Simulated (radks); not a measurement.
Charge is removed step by step from the 5s down level of Sn2+, starting from [Kr] 4d10 5s(up 1, down 1). All-electron calculation, scalar-relativistic Kohn-Sham, r2SCAN, spin-polarised, spherical densities, finite nucleus; meta-GGA in the generalised Kohn-Sham scheme; Fermi nuclear charge, rms radius 4.6519 fm. Program: a radial shooting solver on a logarithmic mesh with Libxc functionals.

\begin{tabular}{lrrr}
removed (e) & E - E(0) (eV) & eigenvalue (eV) & E minus straight line (eV) \\ \hline
0 & 0.000 & -26.260 & 0.000 \\
0.25 & 6.819 & -28.306 & -0.759 \\
0.5 & 14.152 & -30.362 & -1.005 \\
0.75 & 21.985 & -32.329 & -0.749 \\
1 & 30.313 & -34.279 & 0.000 \\
\end{tabular}

Removing the whole electron costs 30.313 eV by Delta-SCF, against 26.260 eV from minus the eigenvalue at the starting occupation. Slater's transition state (half an electron removed) gives 30.362 eV. Integrating minus the eigenvalue over the occupation (Janak's theorem) gives 30.317 eV. In this scalar-relativistic scheme the density is built from large components alone, so the theorem holds only approximately. The mean slope of the eigenvalue, de/dn, is 8.02 eV per electron. Ionisation energy of Sn2+ in the NIST Atomic Spectra Database: 30.506 eV (measured).
